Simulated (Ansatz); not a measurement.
Mulliken charges of CH5BrGe (`[CH3][GeH2][Br]`) from B3LYP/def2-TZVPP in Ansatz (PBE0-D4/def2-TZVP geometry).

```tsv
atom	x (Å)	y (Å)	z (Å)	charge (e)
C1	-0.619	0.789	-0.359	-0.368
Ge2	0.447	-0.763	0.115	0.340
Br3	1.667	-0.229	2.014	-0.327
H4	0.034	1.639	-0.559	0.120
H5	-1.290	1.042	0.462	0.120
H6	-1.209	0.574	-1.251	0.112
H7	1.475	-1.129	-0.965	0.001
H8	-0.412	-1.981	0.487	0.001
```

**Question.** By hand: the dipole of these point charges (1 e Å = 4.8032 D).

**Answer.** Σ q r = (-0.450, -0.092, -0.640) e Å, of length 0.788 e Å = 3.78 D.

**Question.** How does the dipole of the full density compare? (An estimate is asked.)

**Answer.** Computed: (-0.320, 0.039, -0.394) e Å, 2.45 D; the point charges give 1.54 times that, at 12° from its direction.

Point charges leave out the atoms' own dipoles, such as those of lone pairs, and Mulliken's split depends on the basis, so the two needn't agree.

B3LYP here is the variant with VWN-RPA as its local correlation; programs differ in this.
